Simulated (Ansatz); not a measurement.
`F[Si]([SiH3])(Cl)Cl` + `O[SiH2][SiH](O)S` → `O[SiH2][Si](F)(Cl)Cl` + `O[SiH2][SiH2]S`  (redistribution)

Computed with Ansatz on PBE0-D4/def2-TZVP structures; ΔE is electronic, products minus reactants. CBS: MP2 limit from def2 TZ/QZ plus the TZ coupled-cluster correction, frozen cores. Functionals use def2-TZVPP. B3LYP here is the variant with VWN-RPA as its local correlation; programs differ in this. One conformer a species, not always the lowest.

```tsv
level	ΔE (kJ/mol)
PBE-D4	19.3
PBE0-D4	18.4
ωB97M-V	19.6
r2SCAN	19.7
B3LYP	18.8
SCS-MP2/def2-TZVPP	18.7
CCSD(T)/def2-TZVPP	19.3
SCS-MP2/def2-QZVPP	18.0
```

Task: What does CCSD(T)/CBS give? (Estimate.)

Result: Ansatz gave: +18.4 kJ/mol. The listed levels differ from it by 0.9, 0.0, 1.2, 1.3, 0.4, 0.3, 0.9, -0.4 kJ/mol.

Largest T1 diagnostic among the species: 0.012.
